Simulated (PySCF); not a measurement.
A side-by-side comparison of computed properties.

First species: C₇H₉Cl₂FO.
Atom-mapped SMILES: `[F:1][C@@H:2]1[CH:3]=[C:4]([CH2:5][CH2:6][CH:7]([Cl:8])[Cl:9])[CH2:10][O:11]1` (hydrogens: H12 on C2; H13 on C3; H14, H15 on C5; H16, H17 on C6; H18 on C7; H19, H20 on C10)

Second species: C7H12OS.
SMILES: `C=CC/C(=C/C)[S@@](C)=O`

Levels: PBE0/pcSseg-1 for dipole moment, HOMO energy, LUMO energy and HOMO–LUMO gap; GFN2-xTB for rotational constant A and rotational constant C. Geometries: GFN2-xTB. Each species is one conformer at its optimised geometry, gas phase, non-relativistic unless stated; the electronic structure was computed with PySCF and density fitting.

Dipoles, sizes and rotational constants follow the conformer. The torsions of the flexible species, by atom-mapped SMILES:
- `[F:1][C@@H:2]1[CH:3]=[C:4]([CH2:5][CH2:6][CH:7]([Cl:8])[Cl:9])[CH2:10][O:11]1`: C3–C4–C5–C6 119°, C4–C5–C6–C7 -57°, C5–C6–C7–Cl8 177°
- `[CH2:1]=[CH:2][CH2:3]/[C:4](=[CH:5]/[CH3:6])[S@@:7]([CH3:8])=[O:9]`: C1–C2–C3–C4 101°, C2–C3–C4–C5 -103°, C3–C4–S7–C8 -100°

(1) Which has the higher HOMO–LUMO gap?

(2) Which of the two has the higher rotational constant A, and by how much?

(3) Which of the two has the higher rotational constant C, and by how much?

(4) Which has the higher HOMO energy?

(5) Which has the higher dipole moment?

(6) Which has the higher LUMO energy?

## Answers

(1) The first: 7.48 eV against 6.09 eV, a difference of 1.39 eV.

(2) The first: 1.587 GHz against 1.578 GHz, a difference of 0.009 GHz.

(3) The second: 0.861 GHz against 0.354 GHz, a difference of 0.507 GHz.

(4) The second: -6.53 eV against -7.98 eV, a difference of 1.45 eV.

(5) The second: 3.91 D against 1.98 D, a difference of 1.93 D.

(6) The second: -0.44 eV against -0.50 eV, a difference of 0.06 eV.

On the first: In atomic units the dipole is 0.78 e·bohr (1 au = 2.5417 D).

On the second: A dipole of 3.91 D is allowed in C1, and pure rotational transitions are dipole-allowed. The dipole equals about 13.0 × 10⁻³⁰ C·m (1 D = 3.33564 × 10⁻³⁰ C·m).
